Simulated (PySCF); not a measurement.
**Basis-set dependence of population analyses: `[CH3][Al-]([CH3])([CH3])[CH3]`**

Species: C4H12Al (charge -1).
Bonds: C1–Al2, Al2–C3, Al2–C4, Al2–C5. Hydrogens: H6, H7, H8 on C1; H9, H10, H11 on C3; H12, H13, H14 on C4; H15, H16, H17 on C5.

PBE0 throughout (PySCF), one geometry, spherical d and f functions. Geometry: PBE0-D3(BJ)/def2-SVP; no solvent, vibrations or thermal averaging. The geometry's basis has no diffuse functions. Atoms taken as equivalent share a column and are averaged.

Mulliken charges (e):

```
      basis  functions  C1/C3/C4/C5     Al2  H6 (×12)
   pcSseg-0         73       -1.141  +1.676    +0.157
    cc-pVDZ        134       -0.314  +0.396    -0.012
   pcSseg-1        152       -0.707  +1.056    +0.064
aug-cc-pVDZ        227       +0.468  +1.991    -0.405
   IGLO-III        304       -0.791  +1.207    +0.080
    cc-pVTZ        322       -0.463  +0.305    +0.046
```

IAO charges (e):

```csv
basis,functions,C1/C3/C4/C5,Al2,H6 (×12)
pcSseg-0,73,-0.779,+0.866,+0.104
cc-pVDZ,134,-0.769,+0.874,+0.100
pcSseg-1,152,-0.781,+0.905,+0.102
aug-cc-pVDZ,227,-0.799,+0.901,+0.108
IGLO-III,304,-0.809,+0.928,+0.109
cc-pVTZ,322,-0.801,+0.913,+0.108
```

Hirshfeld charges (e):

```tsv
basis	functions	C1/C3/C4/C5	Al2	H6 (×12)
pcSseg-0	73	-0.295	+0.315	-0.011
cc-pVDZ	134	-0.301	+0.324	-0.010
pcSseg-1	152	-0.307	+0.347	-0.010
aug-cc-pVDZ	227	-0.313	+0.357	-0.009
IGLO-III	304	-0.309	+0.348	-0.009
cc-pVTZ	322	-0.309	+0.342	-0.009
```

ESP-fitted charges (e):

| basis | functions | C1/C3/C4/C5 | Al2 | H6 (×12) |
| --- | --- | --- | --- | --- |
| pcSseg-0 | 73 | -0.833 | +1.055 | +0.107 |
| cc-pVDZ | 134 | -0.627 | +0.834 | +0.056 |
| pcSseg-1 | 152 | -0.756 | +1.103 | +0.077 |
| aug-cc-pVDZ | 227 | -0.831 | +1.400 | +0.077 |
| IGLO-III | 304 | -0.824 | +1.355 | +0.079 |
| cc-pVTZ | 322 | -0.774 | +1.186 | +0.076 |

Some averages cover members that differ in this geometry, most widely: C1/C3/C4/C5, ESP-fitted in aug-cc-pVDZ -0.848 to -0.816; C1/C3/C4/C5, ESP-fitted in IGLO-III -0.841 to -0.811; C1/C3/C4/C5, ESP-fitted in cc-pVTZ -0.788 to -0.761; C1/C3/C4/C5, ESP-fitted in pcSseg-1 -0.769 to -0.743 e.

Task: Which scheme is steadiest as the basis changes?

Result: Largest range over the bases for any column: Hirshfeld 0.04 e, IAO 0.06 e, ESP-fitted 0.57 e, Mulliken 1.69 e. Hirshfeld charges move least and Mulliken charges most, counted in e.

Task: How much do the charges still move between the two largest bases, IGLO-III and cc-pVTZ?

Result: At most, over all atoms: Mulliken 0.903 e, IAO 0.015 e, Hirshfeld 0.006 e, ESP-fitted 0.169 e.

Task: What do the same runs give for the total energy and the frontier levels?

Result: 
```
      basis  energy (Eh)  HOMO (eV)  LUMO (eV)
   pcSseg-0    -401.2085      -2.04       5.99
    cc-pVDZ    -401.8076      -1.91       5.84
   pcSseg-1    -401.7896      -2.12       5.33
aug-cc-pVDZ    -401.8301      -2.24       2.71
   IGLO-III    -401.8952      -2.24       4.31
    cc-pVTZ    -401.8847      -2.13       4.92
```
